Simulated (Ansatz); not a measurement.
Program: Ansatz. Geometries: PBE0-D4/def2-TZVP. ΔE: electronic, gas phase. CCSD(T)/CBS adds triple-zeta CCSD(T) − MP2 to the extrapolated MP2 energy (def2 sets, frozen cores). Functionals use def2-TZVPP. B3LYP here is the variant with VWN-RPA as its local correlation; programs differ in this. One conformer a species, not always the lowest.

Consider the isomerisation: `CC[Si]SC` → `C=C[SiH](C)S`.

`CC[Si]SC`:

```xyz
13

C     0.473    0.138   -1.655
C     0.686    1.001   -0.406
Si   -0.988    1.777    0.092
S    -1.828    0.300    1.358
C    -0.691   -1.084    1.652
H     0.010    0.708   -2.466
H     1.420   -0.253   -2.036
H    -0.180   -0.716   -1.453
H     1.156    0.419    0.391
H     1.368    1.824   -0.647
H     0.169   -0.755    2.233
H    -0.356   -1.524    0.714
H    -1.239   -1.833    2.222
```

`C=C[SiH](C)S`:

```xyz
13

C     1.117   -1.045    1.707
C     0.769   -0.895    0.431
Si   -0.156    0.594   -0.180
C    -1.748    0.152   -1.042
S     1.002    1.649   -1.648
H     1.661   -1.915    2.063
H     0.870   -0.296    2.455
H     1.049   -1.672   -0.279
H    -0.410    1.462    1.004
H    -1.558   -0.506   -1.894
H    -2.419   -0.366   -0.353
H    -2.255    1.047   -1.408
H     2.077    1.791   -0.856
```

| level | ΔE (kJ/mol) |
| --- | --- |
| B2PLYP | -101.2 |
| BLYP | -92.5 |
| B3LYP | -98.5 |
| r2SCAN0 | -102.3 |
| HF/def2-TZVPP | -127.6 |
| MP2/def2-TZVPP | -103.8 |
| CCSD/def2-TZVPP | -102.6 |
| MP2/def2-QZVPP | -104.8 |

**Question.** What does CCSD(T)/CBS give? (Best estimate.)

**Answer.** Ansatz gave: -100.5 kJ/mol. The listed levels differ from it by -0.7, 8.0, 2.0, -1.8, -27.1, -3.3, -2.1, -4.3 kJ/mol.

Largest T1 diagnostic among the species: 0.014.

Leaving LDA and LC-ωPBE aside and taking each functional with its dispersion term where it has one, the values, not all of them listed here, spread over 27.7 kJ/mol, from BHLYP-D4 to revPBE-D4. LDA lies +10.2 kJ/mol from PBE without D4. From BLYP to BHLYP (50 % exact exchange), in def2-TZVPP and without D4, ΔE moves by −15.1 kJ/mol. The D4 term adds +4.1 kJ/mol with B3LYP and +2.0 kJ/mol with PBE0; it sums over pairs of atoms, weighted by their polarisabilities, and B3LYP, whose exchange is more repulsive, gets the larger term.
